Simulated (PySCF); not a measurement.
A small calculation by hand: chemical shift, span and skew from a shielding tensor

C2H3F3Si2, SMILES F[Si](F)(F)C#C[SiH3]. Atoms are numbered in the order given.

```xyz
10

Si     0.0000     0.0000     3.4729
C      0.0000     0.0000     1.6271
C      0.0000     0.0000     0.4046
Si     0.0000     0.0000    -1.3940
F     -0.9626     1.1371    -1.9678
F     -0.5034    -1.4022    -1.9678
F      1.4661     0.2651    -1.9678
H      0.9599    -1.0360     3.9452
H      0.4172     1.3493     3.9452
H     -1.3771    -0.3133     3.9452
```

Coordinates come from a PBE0-D3(BJ)/def2-SVP optimisation. This is a generated structure with no PubChem entry under its InChIKey; it may be hypothetical.

GIAO shieldings from PBE/pcSseg-1 run with PySCF, non-relativistic, no solvent. The symmetric part of the tensor of C3 has the principal values -15.4, -15.4, 261.7 ppm. The same nucleus in TMS has σ = 182.0 ppm at this level (PySCF, at its B3LYP-D3(BJ)/def2-TZVP geometry).

Work out the isotropic shielding, the ¹³C shift against TMS, the span and the skew.


σ(iso) = (σ11 + σ22 + σ33)/3 = 77.0 ppm. δ = σ(ref) − σ(iso) = 182.0 − (77.0) = 105.0 ppm.
Span Ω = σ33 − σ11 = 277.1 ppm. Skew κ = 3(σ(iso) − σ22)/Ω = 1.00, an axial tensor. Tumbling in solution averages the tensor to δ; in a static solid the shielding alone would spread this spin-1/2 line over Ω.
